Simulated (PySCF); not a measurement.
Magnetic shielding above rings: a mixed set.

NICS is the negative of the GIAO shielding at a point without a nucleus: at the ring centre (0) and 1 Å above and below it (1); zz is the component along the ring normal. Level: GIAO PBE0/pcSseg-1 (PySCF, non-relativistic, gas phase) on the GFN2-xTB geometries, one conformer each. Atom numbers follow the mapped SMILES.

Question: Order these rings by mean NICS(1)zz, lowest (most negative) first (ppm).
A. ring C3–C4–S5–C6–C10 in `[CH:1]#[C:2][c:3]1[cH:4][s:5][c:6]([C:7](=[O:8])[Cl:9])[cH:10]1`
B. ring P3–C5–C6 in `[CH:1]#[C:2][P@@:3]1(=[O:4])[CH2:5][C@H:6]1[SiH3:7]`
C. ring Si2–O3–Si4–C5–C6 in `[Cl:1][Si@@H:2]1[O:3][SiH2:4][CH2:5][C@@H:6]1[C:7]([Cl:8])([Cl:9])[Cl:10]`
D. ring C2–C3–C4–C5 in `[CH3:1][C@:2]12[CH:3]=[CH:4][C@@:5]1([Cl:6])[CH:7]=[CH:8]2`
E. ring C3–N4–N5–C6–S8 in `[CH3:1][S:2][c:3]1[n:4][n:5][c:6]([CH3:7])[s:8]1`
F. ring C6–C7–C8–C9–C10–C11 in `[N:1]#[C:2][C@@H:3]1[CH:4]=[CH:5][c:6]2[cH:7][cH:8][cH:9][cH:10][c:11]21`
G. ring C3–C4–C5–C8–C9–C10 in `[CH3:1][CH2:2][c:3]1[cH:4][c:5]([C:6]#[N:7])[cH:8][cH:9][c:10]1[F:11]`

Answer: F (-27.9), G (-26.3), A (-22.9), E (-21.9), B (-11.2), C (-1.0), D (1.7).

```json
{"SMILES": "N#C[C@@H]1C=Cc2ccccc21", "ring": "6-membered carbocycle; formal bonds all aromatic", "NICS(0)": "-8.5", "NICS(1)": "-11.2", "NICS(1)zz": "-27.9", "HOMA": "0.98", "rms pucker (Å)": "0.00", "ring atoms with four or more neighbours": "0"}
{"SMILES": "CCc1cc(C#N)ccc1F", "ring": "6-membered carbocycle; formal bonds all aromatic", "NICS(0)": "-10.5", "NICS(1)": "-11.3", "NICS(1)zz": "-26.3", "HOMA": "0.99", "rms pucker (Å)": "0.00", "ring atoms with four or more neighbours": "0"}
{"SMILES": "C#Cc1csc(C(=O)Cl)c1", "ring": "5-membered ring with S; formal bonds all aromatic", "NICS(0)": "-12.0", "NICS(1)": "-10.8", "NICS(1)zz": "-22.9", "HOMA": "0.86", "rms pucker (Å)": "0.00", "ring atoms with four or more neighbours": "0"}
{"SMILES": "CSc1nnc(C)s1", "ring": "5-membered ring with 2 N and S; formal bonds all aromatic", "NICS(0)": "-10.2", "NICS(1)": "-10.4", "NICS(1)zz": "-21.9", "HOMA": "0.62", "rms pucker (Å)": "0.00", "ring atoms with four or more neighbours": "0"}
{"SMILES": "C#C[P@@]1(=O)C[C@H]1[SiH3]", "ring": "3-membered ring with P; formal bonds all single", "NICS(0)": "-23.6", "NICS(1)": "-6.4", "NICS(1)zz": "-11.2", "HOMA": "–", "rms pucker (Å)": "0.00", "ring atoms with four or more neighbours": "3"}
{"SMILES": "Cl[Si@@H]1O[SiH2]C[C@@H]1C(Cl)(Cl)Cl", "ring": "5-membered ring with O and 2 Si; formal bonds all single", "NICS(0)": "-5.4", "NICS(1)": "-3.1", "NICS(1)zz": "-1.0", "HOMA": "–", "rms pucker (Å)": "0.14", "ring atoms with four or more neighbours": "4"}
{"SMILES": "C[C@]12C=C[C@@]1(Cl)C=C2", "ring": "4-membered carbocycle; formal bonds 1 double, 3 single", "NICS(0)": "-0.7", "NICS(1)": "-1.0", "NICS(1)zz": "1.7", "HOMA": "–", "rms pucker (Å)": "0.01", "ring atoms with four or more neighbours": "2"}
```

NICS(0) gives another order. The isotropic NICS(1) gives another order. Over the 4 rings with a HOMA value its correlation coefficient with NICS(1)zz is -0.87. HOMA uses Krygowski's 1993 parameters; it is left out where a ring has a four-coordinate atom, a triple bond, no multiple bond or a kind of bond without parameters. NICS(1) and NICS(1)zz are means over the two faces.
